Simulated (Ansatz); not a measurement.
C2H8S2Si can be A, `C[SiH2]CSS`, or B, `C[SiH](S)CS`.

Computed with Ansatz on PBE0-D4/def2-TZVP structures; ΔE is electronic, products minus reactants. CCSD(T)/CBS adds triple-zeta CCSD(T) − MP2 to the extrapolated MP2 energy (def2 sets, frozen cores). Functionals use def2-TZVPP. B3LYP here is the variant with VWN-RPA as its local correlation; programs differ in this. Each species was taken in one conformer, which may not be the lowest.

Which is lower in electronic energy at CCSD(T)/CBS, and by how much? (Estimate.)

The calculation gave: B, by 94.4 kJ/mol.

Give E(B) − E(A) in kJ/mol with B2PLYP, PBE-D4, MP2/def2-TZVPP, ωB97M-V, HF/def2-TZVPP, r2SCAN-D4, B3LYP-D4. (Best estimate.)

Computed: B2PLYP -91.6, PBE-D4 -84.0, MP2/def2-TZVPP -100.2, ωB97M-V -92.8, HF/def2-TZVPP -98.3, r2SCAN-D4 -91.6, B3LYP-D4 -86.3. None reverses the order clearly.

Largest T1 diagnostic: 0.011.

From PBE to PBE0 (25 % exact exchange), in def2-TZVPP and without D4, E(B) − E(A) moves by −6.4 kJ/mol.
